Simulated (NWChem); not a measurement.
System: CH₅FO₂Si₂; SMILES O1[SiH2]C[Si@]1(F)O

The following NWChem deck was run.

```
start job
memory heap 200 mb stack 900 mb global 1100 mb
geometry units angstroms noautoz
  O     -1.332367    -1.645590     0.267053
  Si    -0.041357    -0.674096    -0.004229
  F      1.268937    -1.610537    -0.159134
  C     -0.285122     0.634468    -1.312436
  Si     0.058330     1.816901     0.135120
  O      0.243411     0.478521     1.179271
  H     -1.224423    -2.391009     0.865571
  H     -1.295867     0.677691    -1.743994
  H      0.459129     0.635976    -2.122296
  H     -1.079219     2.685382     0.547157
  H      1.310040     2.617434     0.033855
end
basis spherical
  * library 6-31+g*
end
dft
  xc pbe0
  iterations 150
end
tddft
  cis
  nroots 6
  notriplet
end
task tddft energy
```

Coordinates come from a PBE0/def2-SVP optimisation.

Vertical excitations in the gas phase.

Problem. Predict the main results of this run. (PBE0/6-31+G* (spherical d), TDA.) Quantities: basis functions; lowest excitation, singlet (eV); lowest state with f > 0.02, singlet (eV); orbital gap (eV).

Solution. The number of basis functions comes out as 126, the lowest excitation, singlet (eV) is 7.35 and the lowest state with f > 0.02, singlet (eV) is 7.42. The orbital gap (eV) is 8.59.
